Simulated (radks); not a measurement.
Ru3+, configuration [Kr] 4d4 5s1 (not the ground configuration). Calculated with a radial shooting solver on a logarithmic mesh with Libxc functionals: Dirac Kohn-Sham, PBEsol, spin-unpolarised, spherical densities, point nucleus; open shells fill j = l - 1/2 first.

Normalised radial functions P(r) = r R(r) (large component), r in bohr:

r	3d3/2	4p3/2	4d5/2
0.002653	0.0001	0.0028	0.0000
0.003064	0.0001	0.0037	0.0000
0.00351	0.0001	0.0048	0.0000
0.004054	0.0002	0.0063	0.0000
0.004644	0.0003	0.0082	0.0001
0.005363	0.0004	0.0107	0.0001
0.006145	0.0006	0.0138	0.0002
0.007097	0.0009	0.0179	0.0002
0.00813	0.0013	0.0229	0.0004
0.00939	0.0018	0.0296	0.0005
0.01076	0.0027	0.0376	0.0008
0.01242	0.0039	0.0481	0.0012
0.01423	0.0057	0.0605	0.0017
0.01644	0.0083	0.0765	0.0026
0.01883	0.0120	0.0948	0.0037
0.02175	0.0174	0.1180	0.0055
0.02492	0.0248	0.1437	0.0079
0.02878	0.0358	0.1750	0.0115
0.03297	0.0504	0.2080	0.0163
0.03808	0.0718	0.2458	0.0234
0.04362	0.0994	0.2825	0.0325
0.05038	0.1388	0.3198	0.0457
0.05772	0.1883	0.3502	0.0622
0.06666	0.2566	0.3721	0.0849
0.07637	0.3389	0.3777	0.1123
0.0882	0.4474	0.3610	0.1483
0.101	0.5711	0.3180	0.1890
0.1167	0.7241	0.2392	0.2386
0.1337	0.8859	0.1321	0.2900
0.1544	1.0684	-0.0120	0.3457
0.1769	1.2406	-0.1671	0.3945
0.2043	1.4076	-0.3333	0.4352
0.2341	1.5343	-0.4694	0.4552
0.2703	1.6174	-0.5635	0.4476
0.3097	1.6338	-0.5807	0.4056
0.3577	1.5773	-0.5047	0.3188
0.4098	1.4556	-0.3399	0.1956
0.4732	1.2659	-0.0805	0.0261
0.5422	1.0484	0.2155	-0.1608
0.6262	0.8038	0.5378	-0.3706
0.7174	0.5840	0.8046	-0.5610
0.8285	0.3842	1.0030	-0.7326
0.9492	0.2375	1.0845	-0.8478
1.096	0.1288	1.0544	-0.9072
1.256	0.0649	0.9344	-0.9008
1.45	0.0276	0.7472	-0.8346
1.662	0.0107	0.5524	-0.7289
1.919	0.0033	0.3630	-0.5902
2.199	0.0009	0.2207	-0.4519
2.539	0.0002	0.1157	-0.3148
2.909	0.0000	0.0555	-0.2056
3.36	0.0000	0.0219	-0.1182
3.849	0.0000	0.0077	-0.0628
4.445	0.0000	0.0021	-0.0281
5.093	0.0000	0.0005	-0.0114
5.882	0.0000	0.0001	-0.0036
6.739	0.0000	0.0000	-0.0010
7.782	0.0000	0.0000	-0.0002

3d3/2: eigenvalue -316.49 eV, 0 radial nodes, <r> = 0.382 bohr, 90 % of the charge inside 0.608 bohr. 4p3/2: eigenvalue -83.977 eV, 2 radial nodes at r = 0.153, 0.492 bohr, <r> = 1.11 bohr, 90 % of the charge inside 1.63 bohr. 4d5/2 (empty): eigenvalue -40.879 eV, 1 radial node at r = 0.483 bohr, <r> = 1.40 bohr, 90 % of the charge inside 2.16 bohr.
